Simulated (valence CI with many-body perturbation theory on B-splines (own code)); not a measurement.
Results of a calculation; reference values are marked as such.
**Energy levels of La VII**

Method: valence CI with perturbative core correlation (CI+MBPT): five valence electrons over a frozen Dirac-Fock core [Kr] 4d10, a basis of 7 s, 7 p, 7 d, 7 f, 4 g, 2 h functions for each j, with the one-electron correlation potential Σ1 (screened to all orders), the two-electron term Σ2, the three-electron term Σ3, Breit, model QED; selected single and double excitations, second order for the rest, scaled by the run's own slope (own B-spline code, finite nucleus).

With an open or low-lying f shell, different configurations can be misplaced against each other by up to about 5,000 cm⁻¹. No measured levels were compared; by estimate levels hold to about 250 cm⁻¹ or 0.2 % of their energy and the worst to 1 %, as in measured heavy ions of charge 2 to 7; those with d or f electrons hold less well. Among the levels kept, up to 1200 cm⁻¹ of a level comes from second order outside the variational space, and about a tenth of that is noise between levels of different J, which matters for small intervals.

Levels 1 to 32 of 32, with energies above the lowest level, (5s^2 5p1/2^2 5p3/2) J=3/2. "Leading %" is the weight of the configuration and term that name the level; weights of strongly mixed levels are sums over their largest components and can fall short, so below about 35 % the name and the second component can differ from the true leading terms, or belong to a minority configuration. In the jj column 3d3/2^4 stands for four electrons in 3d with j = 3/2.

```csv
No.,Configuration,Term,J,E (cm⁻¹),Leading %,Leading jj,g
1,5s²5p³,⁴S°,3/2,0.0,65,5s^2 5p1/2^2 5p3/2 (77 %),1.721
2,5s²5p³,²D°,3/2,19909,62,5s^2 5p1/2 5p3/2^2 (80 %),1.156
3,5s²5p³,²D°,5/2,27066,95,5s^2 5p1/2 5p3/2^2 (95 %),1.200
4,5s²5p³,²P°,1/2,40848,95,5s^2 5p1/2 5p3/2^2 (95 %),0.665
5,5s²5p³,²P°,3/2,57788,64,5s^2 5p3/2^3 (90 %),1.258
6,4f5s²5p²,⁴G°,5/2,112950,52,4f5/2 5s^2 5p1/2^2 (85 %),0.785
7,4f5s²5p²,⁴G°,7/2,116600,27,4f7/2 5s^2 5p1/2^2 (83 %),1.152
8,4f5s²5p²,⁴G°,7/2,128590,51,4f5/2 5s^2 5p1/2 5p3/2 (84 %),0.994
9,4f5s²5p²,²D°,5/2,128900,43,4f5/2 5s^2 5p1/2 5p3/2 (91 %),0.993
10,4f5s²5p²,⁴D°,7/2,131500,45,4f7/2 5s^2 5p1/2 5p3/2 (73 %),1.147
11,4f5s²5p²,⁴G°,9/2,131550,81,4f7/2 5s^2 5p1/2 5p3/2 (76 %),1.179
12,4f5s²5p²,⁴F°,3/2,133200,50,4f5/2 5s^2 5p1/2 5p3/2 (94 %),0.714
13,4f5s²5p²,⁴D°,5/2,134190,51,4f7/2 5s^2 5p1/2 5p3/2 (88 %),1.259
14,4f5s²5p²,²G°,9/2,135450,58,4f7/2 5s^2 5p1/2 5p3/2 (56 %),1.172
15,4f5s²5p²,⁴G°,11/2,138050,74,4f7/2 5s^2 5p1/2 5p3/2 (79 %),1.229
16,4f5s²5p²,²F°,5/2,139490,41,4f5/2 5s^2 5p1/2 5p3/2 (84 %),1.002
17,4f5s²5p²,²F°,7/2,139810,47,4f7/2 5s^2 5p1/2 5p3/2 (70 %),1.170
18,4f5s²5p²,⁴D°,3/2,139840,52,4f5/2 5s^2 5p1/2 5p3/2 (60 %),1.012
19,4f5s²5p²,⁴D°,1/2,140140,83,4f5/2 5s^2 5p1/2 5p3/2 (68 %),0.093
20,5s5p⁴,⁴P,5/2,143030,82,5s 5p1/2^2 5p3/2^2 (81 %),1.565
21,4f5s²5p²,²G°,9/2,146240,55,4f7/2 5s^2 5p1/2 5p3/2 (56 %),1.056
22,4f5s²5p²,²D°,3/2,146510,66,4f7/2 5s^2 5p1/2 5p3/2 (52 %),0.744
23,4f5s²5p²,²G°,7/2,146520,51,4f5/2 5s^2 5p1/2 5p3/2 (57 %),1.009
24,4f5s²5p²,²F°,5/2,150690,66,4f7/2 5s^2 5p1/2 5p3/2 (84 %),0.946
25,5s5p⁴,⁴P,3/2,156830,78,5s 5p1/2 5p3/2^3 (54 %),1.637
26,4f5s²5p²,²F°,7/2,158690,33,4f5/2 5s^2 5p3/2^2 (56 %),1.170
27,4f5s²5p²,²F°,5/2,158770,46,4f5/2 5s^2 5p3/2^2 (89 %),0.972
28,4f5s²5p²,⁴F°,9/2,158930,48,4f7/2 5s^2 5p3/2^2 (91 %),1.220
29,5s5p⁴,⁴P,1/2,159970,76,5s 5p1/2^2 5p3/2^2 (50 %),2.573
30,4f5s²5p²,²D°,3/2,163450,74,4f5/2 5s^2 5p3/2^2 (63 %),0.787
31,4f5s²5p²,²H°,11/2,164320,73,4f7/2 5s^2 5p3/2^2 (78 %),1.134
32,4f5s²5p²,²H°,9/2,165970,51,4f5/2 5s^2 5p3/2^2 (86 %),1.008
```

The ionisation energy to 5s²5p² ³P0 of the next ion comes out as 89.271 eV (NIST: 88 ± 2 eV (theoretical)). All 32 levels together are meant to be complete up to 170800 cm⁻¹.
